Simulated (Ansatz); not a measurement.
C2H5BO can be A, `CC1BO1`, or B, `BC(=C)O`.

Gas-phase electronic energies from Ansatz, PBE0-D4/def2-TZVP geometries. CBS: MP2 limit from def2 TZ/QZ plus the TZ coupled-cluster correction, frozen cores. DFT in def2-TZVPP. B3LYP here is the variant with VWN-RPA as its local correlation; programs differ in this. One conformer a species, not always the lowest.

**Question.** Which is lower in electronic energy at CCSD(T)/CBS, and by how much? (Estimate.)

**Answer.** Ansatz gave: A, by 20.2 kcal/mol.

**Question.** Give E(B) − E(A) in kcal/mol with HF/def2-TZVPP, PBE0-D4, B3LYP-D4, CCSD(T)/def2-TZVPP, CCSD/def2-TZVPP, B2PLYP, B3LYP. (Best estimate.)

**Answer.** Ansatz gave: HF/def2-TZVPP 15.3, PBE0-D4 21.7, B3LYP-D4 18.4, CCSD(T)/def2-TZVPP 20.3, CCSD/def2-TZVPP 20.3, B2PLYP 20.1, B3LYP 18.7. None reverses the order clearly.

**Question.** Does the order hold for the free energy at 298.15 K (harmonic terms from PBE0-D4)? (Estimate.)

**Answer.** Ansatz gave: Yes: G(B) − G(A) = +18.3 kcal/mol, for one conformer each.

Largest T1 diagnostic: 0.015.

In def2-TZVPP, CCSD(T) changes the Hartree–Fock value by +5.0 kcal/mol (the triples alone add +0.0 kcal/mol) and MP2 by +7.4 kcal/mol. Leaving LDA and LC-ωPBE aside and taking each functional with its dispersion term where it has one, the values, not all of them listed here, spread over 5.0 kcal/mol, from BLYP-D4 to PBE-QIDH. LDA lies +1.7 kcal/mol from PBE without D4.
